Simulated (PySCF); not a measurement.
SMILES OB(O)CCC=C (C4H9BO2), singlet, GFN2-xTB optimised geometry.

```
16

C      0.54     2.00    -0.13
C      1.09     0.85    -0.48
C      1.38    -0.28     0.46
C      0.72    -1.59     0.00
B     -0.88    -1.59     0.00
O     -1.51    -2.79    -0.01
O     -1.65    -0.47     0.00
H      0.26     2.21     0.89
H      0.35     2.79    -0.84
H      1.36     0.67    -1.51
H      1.04    -0.02     1.47
H      2.46    -0.42     0.50
H      1.07    -1.82    -1.01
H      1.08    -2.40     0.64
H     -2.46    -2.72    -0.02
H     -1.18     0.36    -0.01
```

Density from CAM-B3LYP/def2-TZVP run with PySCF at that geometry.

Minimum of the electron density along straight lines between bonded atoms, close to the bond critical point (lines longer than 1.1 times the sum of covalent radii, or with two minima, are not listed):

```csv
bond,length / Å,ρ at the minimum / e bohr⁻³,∇²ρ there / e bohr⁻⁵,position (fraction from the first atom)
C1–C2,1.322,0.361,-1.13,0.50
C2–C3,1.495,0.265,-0.71,0.51
C3–C4,1.538,0.239,-0.58,0.51
C4–B5,1.605,0.184,-0.42,0.67
B5–O6,1.351,0.216,0.96,0.33
B5–O7,1.358,0.212,0.92,0.33
C1–H8,1.079,0.287,-1.02,0.64
C1–H9,1.077,0.289,-1.04,0.65
C2–H10,1.083,0.288,-1.03,0.65
C3–H11,1.092,0.280,-0.97,0.64
C3–H12,1.095,0.278,-0.95,0.64
C4–H13,1.093,0.273,-0.91,0.64
C4–H14,1.091,0.277,-0.94,0.64
O6–H15,0.958,0.360,-2.48,0.81
O7–H16,0.959,0.357,-2.49,0.81
```
